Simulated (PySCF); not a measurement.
Nb(O)(Cl)3, SMILES [Cl][Nb](=[O])([Cl])[Cl] (Cl₃NbO) (PBE0/def2-SVP optimised geometry):

```
5

Nb    -0.726    -1.063     0.000
O     -1.225    -1.799     1.417
Cl    -1.563    -2.284    -1.739
Cl    -1.557     1.063     0.000
Cl     1.557    -1.063     0.000
```

Method: PBE0/def2-TZVP, def2 effective core potentials past Kr (PySCF).

Problem. What are the frontier orbital energies and the dipole moment?

Solution. HOMO-2 -9.90 eV, HOMO-1 -9.85 eV, HOMO -9.85 eV, LUMO -3.37 eV, LUMO+1 -3.37 eV; dipole moment 1.06 D.
